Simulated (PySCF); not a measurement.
C5H8F2O2Si.
Atom-mapped SMILES: `[O:1]=[C:2]([OH:3])[C@:4]1([CH:5]([F:6])[F:7])[CH2:8][CH2:9][SiH2:10]1`

Structure used (GFN2-xTB), in Å, numbered top down from 1:
```xyz
18
C5H8F2O2Si angstrom
O      2.422    1.233   -0.051
C      1.698    0.286    0.146
O      2.189   -0.957    0.293
C      0.223    0.334    0.135
C     -0.255    1.721    0.486
F     -0.285    1.921    1.829
F     -1.538    1.916    0.069
C     -0.547   -0.782    0.870
C     -1.437   -1.323   -0.270
Si    -0.497   -0.295   -1.570
H      3.157   -0.928    0.244
H      0.371    2.509    0.044
H      0.140   -1.540    1.240
H     -1.117   -0.392    1.712
H     -1.412   -2.405   -0.368
H     -2.478   -1.030   -0.146
H     -1.172    0.741   -2.340
H      0.527   -1.002   -2.335
```

NICS = −σ at a ghost point: NICS(0) at the centroid of the ring atoms, NICS(1) 1 Å to either side along the normal of their mean plane, zz for the tensor component along that normal. Level: GIAO PBE0/pcSseg-1 (PySCF, non-relativistic, gas phase) on the GFN2-xTB geometry, one conformer.

Ring bond lengths (Å), with Mayer bond orders in brackets: C4–C8 1.542 (0.94), C8–C9 1.544 (0.99), C9–Si10 1.905 (0.96), Si10–C4 1.955 (0.75).

What do the NICS probes read (ppm)?

```tsv
ring	type	NICS(0)	NICS(1), two faces	NICS(1)zz, two faces	rms pucker (Å)	centre to ring atoms, mean (Å)
C4–C8–C9–Si10	4-membered ring with Si; formal bonds all single	0.5	-0.3 / -0.1	3.1 / 4.3	0.06	1.22
```

What can be read from them?

- C4–C8–C9–Si10: mean NICS(1)zz 3.7 ppm, deshielded. C4, C8, C9, Si10 have four or more neighbours; no verdict on aromaticity is drawn.

What field does 1 T along the ring normal induce along that normal at the first NICS(1) probe listed for ring C4–C8–C9–Si10, 1 Å off the ring?

NICSzz × B0 = 3.1 ppm × 1 T = 3 μT, along the applied field.

Give the inner angles of the rings and the Hirshfeld charges of the ring atoms.

- C4–C8–C9–Si10: C4 89.9° (-0.095 e), C8 100.9° (-0.077 e), C9 91.7° (-0.158 e), Si10 76.1° (+0.361 e); sum 358.7° against 360° for a flat convex ring.

What are the shieldings of the ring atoms and their hydrogens in the same run (means over atoms taken as equivalent)?

```json
{"atoms": "C4", "environment": "sp3 carbon bound to silicon", "σ isotropic (ppm)": "139.7"}
{"atoms": "C8", "environment": "four-membered-ring carbon", "σ isotropic (ppm)": "165.9"}
{"atoms": "C9", "environment": "sp3 carbon bound to silicon", "σ isotropic (ppm)": "180.2"}
{"atoms": "Si10", "environment": "SiH2 silicon", "σ isotropic (ppm)": "366.8"}
{"atoms": "H13", "environment": "methylene hydrogen", "σ isotropic (ppm)": "28.57"}
{"atoms": "H14", "environment": "methylene hydrogen", "σ isotropic (ppm)": "28.79"}
{"atoms": "H15", "environment": "methylene hydrogen", "σ isotropic (ppm)": "30.19"}
{"atoms": "H16", "environment": "methylene hydrogen", "σ isotropic (ppm)": "29.95"}
{"atoms": "H17", "environment": "Si–H hydrogen", "σ isotropic (ppm)": "26.69"}
{"atoms": "H18", "environment": "Si–H hydrogen", "σ isotropic (ppm)": "26.88"}
```

Time: 63 s; peak memory 1.0 GiB. Hardware: one thread, Arm Neoverse V1 (aarch64), shared host with 32 logical CPUs at a one-minute load of 29. This is the whole shielding run at PBE0/pcSseg-1, SCF included.
